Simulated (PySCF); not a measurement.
# Basis and Hamiltonian dependence of the excitation energy of Cs

Cs [Xe] 6s1 (2S) → Cs [Xe] 6p1 (2P). All values are computed (PySCF 2.14, energy differences of UHF-based or UKS calculations, no spin-orbit coupling). Values in eV.

```csv
basis,Hamiltonian,functions,UHF,LDA,PBE0,CCSD(T) (valence and next inner shell)
def2-TZVPPD with the def2 core potential (46 electrons),ECP,39,1.204,1.419,1.251,1.394
aug-cc-pVDZ-X2C,spin-free X2C,54,1.183,1.366,1.215,n/a
def2-QZVPPD with the def2 core potential (46 electrons),ECP,62,1.196,1.405,1.238,1.414
aug-cc-pVTZ-X2C,spin-free X2C,84,1.181,1.382,1.218,n/a
x2c-TZVPPall,spin-free X2C,85,1.192,1.386,1.225,1.410
"x2c-TZVPPall with one added diffuse shell each of s, p, d type",spin-free X2C,94,1.178,1.385,1.223,1.403
aug-cc-pwCVTZ-X2C,spin-free X2C,109,1.181,1.383,1.218,1.411
aug-cc-pVQZ-X2C,spin-free X2C,118,1.182,1.385,1.220,n/a
"aug-cc-pwCVTZ-X2C with one added diffuse shell each of s, p, d, f type",spin-free X2C,125,1.181,1.383,1.218,n/a
x2c-QZVPPall,spin-free X2C,139,1.182,1.384,1.217,n/a
```

**Question.** Estimate the row for ANO-RCC-VTZP (spin-free X2C, 72 functions).

**Answer.** From the rows with the same Hamiltonian and similar size; the calculation gives UHF 1.18; LDA 1.39; PBE0 1.24; CCSD(T) (valence and next inner shell) 1.37 (eV).

Frozen in the all-electron rows: valence: [Xe]; valence and next inner shell: [Kr] 4d10; with a core potential, the same shells as far as they lie outside it.

Reference for a calculation without spin-orbit coupling: 1.432 eV (measured, between term centres; NIST).
